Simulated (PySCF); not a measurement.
Gas-phase reaction: 2 BI3 + 3 H2 ⇌ 3 I2 + B2H6

Method: PySCF energies (xtb for GFN2) plus ideal-gas RRHO corrections (1 bar). † marks an energy on the PBE0/def2-TZVP geometry and frequencies; other levels use their own. All species are closed-shell singlets. I: scalar-relativistic def2 core potential, no spin-orbit coupling.

```
level              ΔH°(298 K), kJ
-----------------  --------------
BLYP/def2-TZVP†               ___
GFN2-xTB                       13
M06-2X/def2-TZVP†             175
PBE/def2-SVP                  ___
PBE/def2-TZVP†                175
PBE0/def2-QZVP†               ___
r2SCAN/def2-TZVP†             202
LDA/def2-TZVP†                ___
```

Q: Fill in the missing entries.

A: 
- BLYP/def2-TZVP†, ΔH°(298 K), kJ: 146
- PBE/def2-SVP, ΔH°(298 K), kJ: 201
- PBE0/def2-QZVP†, ΔH°(298 K), kJ: 152
- LDA/def2-TZVP†, ΔH°(298 K), kJ: 171
